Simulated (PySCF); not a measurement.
Several molecules and their computed UV-vis stick spectra, shuffled. Level of theory: TDDFT PBE0/def2-SVPD, vertical, gas phase, core orbitals frozen in the response, def2 core potentials past Kr (PySCF). Geometries: PBE0-D3(BJ)/def2-SVP; one conformer of each isolated species. Triplets are in the Tamm–Dancoff approximation. Atoms past krypton carry core potentials; spin–orbit coupling is left out.

A. `C[O][Zr]([CH3])([CH3])[O]C`
B. `O=c1cc(F)cco1`
C. `C1CCCCC1`
D. `C=CC(C)(C)C`
E. `CCCCB(CCCC)CCCC`

Lowest singlet levels (six at most, fewer where fewer were computed) with oscillator strengths:

1. 4.82 eV (f 0.001); 5.36 eV (f 0.008); 5.48 eV (f 0.000); 5.73 eV (f 0.000); 5.98 eV (f 0.019); 6.07 eV (f 0.000); T1 4.49 eV
2. 4.73 eV (f 0.121); 5.07 eV (f 0.000); 6.15 eV (f 0.063); 6.29 eV (f 0.000); 6.78 eV (f 0.005); 7.15 eV (f 0.005)
3. 8.05 eV (f 0.000 summed over 2 states); 8.39 eV (f 0.000); 8.55 eV (f 0.000 summed over 2 states); 8.70 eV (f 0.003); 8.74 eV (f 0.073 summed over 2 states); 8.76 eV (f 0.000) [of 10 roots; the last level is left out, as the window may have cut its degenerate partner]; T1 7.85 eV
4. 5.95 eV (f 0.012); 6.02 eV (f 0.001); 7.16 eV (f 0.006); 7.22 eV (f 0.014); 7.56 eV (f 0.005); 7.65 eV (f 0.030); T1 5.43 eV
5. 7.02 eV (f 0.048); 7.42 eV (f 0.423); 7.71 eV (f 0.002); 7.76 eV (f 0.000); 7.85 eV (f 0.002); 8.23 eV (f 0.008); T1 4.40 eV

Question: Match each spectrum to its molecule.

Answer: 1 = A, 2 = B, 3 = C, 4 = E, 5 = D.
- A: S1 at 4.82 eV, HOMO→LUMO (98%); for S1 the Löwdin share of zirconium is 24% in HOMO and 68% in LUMO; HOMO -7.03 and LUMO -0.37 eV.
- B: S1 at 4.73 eV, HOMO→LUMO (97%); Löwdin shares by element: HOMO carbon 53% or more, oxygen 20% or more (atoms not listed hold the other 28%); LUMO carbon 57% or more, oxygen 13% or more (atoms not listed hold the other 30%); HOMO -7.40 and LUMO -1.96 eV; point group Cs, 2 of its 6 listed states under f = 0.0005.
- C: S1 at 8.05 eV, HOMO-1/HOMO→LUMO (99%); Löwdin shares by element: HOMO (one of a set within 0.03 eV) carbon 49% or more (atoms not listed hold the other 51%); LUMO carbon 31% or more (atoms not listed hold the other 69%); HOMO -8.36 and LUMO 0.80 eV; point group D3d, 6 of its 9 listed states under f = 0.0005.
- D: S1 at 7.02 eV, HOMO→LUMO+1 (93%); Löwdin shares by element: HOMO carbon 80% or more (atoms not listed hold the other 20%); LUMO carbon 68% or more, hydrogen 12% or more (atoms not listed hold the other 20%); HOMO -7.39 and LUMO 0.38 eV; point group Cs, 1 of its 6 listed states under f = 0.0005.
- E: S1 at 5.95 eV, HOMO→LUMO (97%); Löwdin shares by element: HOMO carbon 39% or more, boron 20% (atoms not listed hold the other 41%); LUMO boron 41%, carbon 32% or more (atoms not listed hold the other 27%); HOMO -7.78 and LUMO -0.16 eV.
A and B have S1 within 0.10 eV of each other; their strongest listed levels stand at 5.98 eV (f 0.019) and 4.73 eV (f 0.121).

A slash joins orbitals within 0.01 eV of each other, whose weights are summed (≥ marks a lower bound).
